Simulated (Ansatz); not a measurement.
`O=C[SiH]([SiH3])Cl` + H₂ → `O=C[SiH2][SiH3]` + HCl  (hydrogenolysis of the Si–Cl bond)

Program: Ansatz. Geometries: PBE0-D4/def2-TZVP. ΔE: electronic, gas phase. CBS: MP2 limit from def2 TZ/QZ plus the TZ coupled-cluster correction, frozen cores. This one scheme is used for every species. DFT in def2-TZVPP. One conformer a species, not always the lowest.

`O=C[SiH]([SiH3])Cl`:

```xyz
10

O    -1.983   -1.514    0.330
C    -1.794   -0.545   -0.360
Si    0.004   -0.075   -0.871
Si    1.294    0.337    1.038
Cl   -0.086    1.619   -2.045
H    -2.649    0.086   -0.697
H     0.533   -1.191   -1.695
H     2.660    0.749    0.624
H     1.363   -0.896    1.861
H     0.657    1.431    1.815
```

H₂:

Cartesian coordinates in Å:
```
H -0.271 0.007 0.256
H 0.271 -0.007 -0.256
```

`O=C[SiH2][SiH3]`:

Cartesian coordinates in Å:
```
O 1.010 -0.352 -2.498
C 0.938 0.424 -1.581
Si 0.889 -0.140 0.262
Si -1.354 -0.205 0.933
H 0.867 1.519 -1.792
H 1.625 0.867 1.077
H 1.535 -1.472 0.373
H -1.449 -0.562 2.374
H -2.091 -1.211 0.126
H -1.971 1.133 0.725
```

HCl:

```xyz
2

Cl   -0.316    0.511   -0.220
H     0.316   -0.511    0.220
```

CCSD(T)/CBS gives +18.3 kcal/mol.

(1) Another level gave +18.0 kcal/mol. Which?
A. PBE/def2-TZVPP
B. MP2/def2-TZVPP
C. PBE-D4/def2-TZVPP
D. HF/def2-TZVPP

Largest T1 diagnostic among the species: 0.016.

Results:

(1) C. PBE-D4 18.0, PBE 16.7, HF/def2-TZVPP 15.1, MP2/def2-TZVPP 19.4 kcal/mol.

The D4 term adds +2.2 kcal/mol with B3LYP and +1.2 kcal/mol with PBE0; it sums over pairs of atoms, weighted by their polarisabilities, and B3LYP, whose exchange is more repulsive, gets the larger term. In def2-TZVPP, CCSD(T) changes the Hartree–Fock value by +1.7 kcal/mol (the triples alone add +0.8 kcal/mol) and MP2 by +4.3 kcal/mol.

B3LYP here is the variant with VWN-RPA as its local correlation; programs differ in this.
